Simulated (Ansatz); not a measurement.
`O=C/N=C\[SiH3]` → `C=NC=O` + `[SiH2]` at 298.15 K and 1 bar (silylene formation by 1,1-elimination).

Calculated with Ansatz (gas phase, PBE0-D4/def2-TZVP geometries, no zero-point term in ΔE). CCSD(T)/CBS is the MP2 limit (def2-TZVPP, def2-QZVPP) plus CCSD(T) − MP2 in def2-TZVPP, frozen cores. This one scheme is used for every species. One conformer a species, not always the lowest.

| species | CCSD(T)/CBS energy (Eh) | H − E (kJ/mol) | S (J/(mol·K)) |
| --- | --- | --- | --- |
| `O=C/N=C\[SiH3]` | -498.01310 | 190.5 | 337.2 |
| `C=NC=O` | -207.73730 | 144.8 | 279.9 |
| `[SiH2]` | -290.19011 | 40.6 | 207.5 |

H − E and S are ideal-gas, rigid-rotor, harmonic terms from PBE0-D4/def2-TZVP, for one conformer and one mirror image of each species. 1 Eh = 2625.50 kJ/mol, R = 8.31446 J/(mol·K).

Question: By hand: ΔE, ΔH, ΔS and ΔG.

Answer: ΔE = (-207.73730) + (-290.19011) − (-498.01310) = 0.08569 Eh = 225.0 kJ/mol. Δ(H − E) = 144.8 + 40.6 − 190.5 = -5.1, so ΔH = 219.9 kJ/mol. ΔS = 279.9 + 207.5 − 337.2 = 150.2 J/(mol·K). ΔG = 219.9 − 298.15 × (150.2)/1000 = 175.1 kJ/mol.

Question: By hand: the equilibrium constant, and the temperature at which ΔG would vanish if ΔH and ΔS stayed fixed.

Answer: log₁₀ K = −ΔG/(RT ln 10) = -30.7. ΔG = 0 at ΔH/ΔS = 1464 K.

The number of gas molecules changes by +1, which sets the sign of ΔS. A doubt of 5 kJ/mol in ΔE shifts log₁₀ K by 0.9 here. Other conformers and mirror images would add mixing entropy, several J/(mol·K) or more a flexible species. Modes under 60 cm⁻¹, often nearly free rotors, make the harmonic entropy too high. These are equilibria of isolated gas molecules and say nothing of rates. Largest T1 diagnostic: 0.017 (customary marks: 0.02 for closed shells, 0.045 for open ones).
